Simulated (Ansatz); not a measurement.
Basis sets compared for Si6H11, a cluster with a defect cut from the lattice of silicon (one cap removed). The state is a doublet with charge 0. Geometry PBE-D4/def2-SVP. Ansatz on 4 threads of Intel Xeon 6975P-C on a shared host; times are rough, and most runs start from earlier orbitals.

| atom | x (Å) | y (Å) | z (Å) |
| --- | --- | --- | --- |
| Si1 | -0.2558 | -0.8685 | -2.1628 |
| Si2 | 0.1525 | -1.6047 | 1.7025 |
| Si3 | -0.7289 | 1.8976 | 0.4385 |
| Si4 | 0.1211 | 1.4104 | -1.7031 |
| Si5 | 0.5163 | 0.6980 | 2.0374 |
| Si6 | 0.7830 | -2.1277 | -0.4881 |
| H7 | 0.3094 | -1.2516 | -3.5068 |
| H8 | -1.7471 | -1.1104 | -2.1975 |
| H9 | 0.9620 | -2.4286 | 2.6713 |
| H10 | -1.3094 | -1.8997 | 1.9468 |
| H11 | -0.6750 | 3.3794 | 0.7150 |
| H12 | -2.1695 | 1.4554 | 0.5066 |
| H13 | 1.6039 | 1.6821 | -1.7178 |
| H14 | -0.5332 | 2.2759 | -2.7508 |
| H15 | 1.9809 | 1.0024 | 1.8505 |
| H16 | 0.1206 | 1.0971 | 3.4370 |
| H17 | 0.8692 | -3.6072 | -0.7789 |

Binding counts from free atoms (Si triplet, H doublet) in the same basis, without a counterpoise term.

```csv
level,functions,energy (Eh),HOMO (eV),LUMO (eV),binding per atom (eV),wall time
HF/STO-3G,65,-1720.0540,-5.65,6.59,3.40,0.3 s
HF/6-31G,100,-1739.6530,-8.61,0.64,1.92,0.85 s
PBE-D4/def2-SVP,163,-1742.1011,-5.14,-3.70,3.00,2 s
PBE-D4/def2-TZVP,288,-1742.7074,-5.16,-3.75,3.00,4.1 s
PBE0-D4/def2-SVP,163,-1742.2846,-6.19,-2.89,2.99,3.1 s
PBE0-D4/def2-TZVP,288,-1742.8847,-6.17,-2.88,3.00,12 s
```

Estimate the rows for PBE-D4/def2-TZVPD, PBE0-D4/def2-TZVPD.


```tsv
level	functions	energy (Eh)	HOMO (eV)	LUMO (eV)	binding per atom (eV)	wall time
PBE-D4/def2-TZVPD	357	-1742.7087	-5.18	-3.77	3.00	6.5 s
PBE0-D4/def2-TZVPD	357	-1742.8858	-6.17	-2.90	3.00	13 s
```
